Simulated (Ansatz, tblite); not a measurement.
Removing an electron: GeO₂⁻ (the lowest doublet isomer of a short search). Charge -1, multiplicity 2. Geometry: PBE-D4/def2-TZVPD. Ansatz, gas phase; energy differences of separate SCF runs; the oxidised species is a singlet (the triplet lies 0.80 eV higher at PBE0-D4/def2-TZVPD).

```xyz
3

Ge   -0.127    0.395   -0.212
O    -0.129   -0.980   -1.238
O     0.255    0.585    1.450
```

The xTB rows come from tblite. Correlated methods freeze 11 core orbitals; core or outer-core shells of Ge are correlated, in sets that lack core-valence functions. The structure comes from a short search, and lower isomers may exist.

(1) Estimate orbital energies and vertical ionisation energies at: GFN1-xTB; GFN2-xTB; PBE-D4/def2-TZVPD; r2SCAN-D4/def2-TZVPD; PBE0-D4/def2-TZVPD; MP2/def2-TZVPPD; CCSD/def2-TZVPPD; CCSD(T)/def2-TZVPPD.

Answers

(1) 
```csv
level,−HOMO (eV),vertical IE (eV),−LUMO (eV),HOMO–LUMO gap (eV),remarks
GFN1-xTB,–,7.18,–,–,–
GFN2-xTB,–,7.12,–,–,–
PBE-D4/def2-TZVPD,-0.21,2.95,-1.14,0.93,"HOMO above zero (-1 doublet), restricted SCF unstable in HF (singlet)"
r2SCAN-D4/def2-TZVPD,0.09,3.14,-1.43,1.53,restricted SCF unstable in HF (singlet)
PBE0-D4/def2-TZVPD,1.02,3.21,-2.04,3.06,restricted SCF unstable in HF (singlet)
MP2/def2-TZVPPD,–,2.74,–,–,restricted SCF unstable (singlet)
CCSD/def2-TZVPPD,–,3.04,–,–,"large T1 (0.031) (singlet), restricted SCF unstable (singlet)"
CCSD(T)/def2-TZVPPD,–,2.87,–,–,"large T1 (0.031) (singlet), restricted SCF unstable (singlet)"
```

Run but left out: HF/def2-TZVPPD (neutral singlet: restricted singlet, unstable towards broken spin symmetry).  A HOMO above zero means that the electron is unbound at that level or that self-interaction error raises the level; the energy of removing that electron tells which. HOMO and LUMO are the levels of the spin that leaves or enters (xTB has no such levels and no spin-polarisation term). Other spin states of the ions may lie lower, which would lower the ionisation energy or raise the affinity. Raw xTB energy differences between charge states are shifted by several eV; the methods need an empirical correction for them.
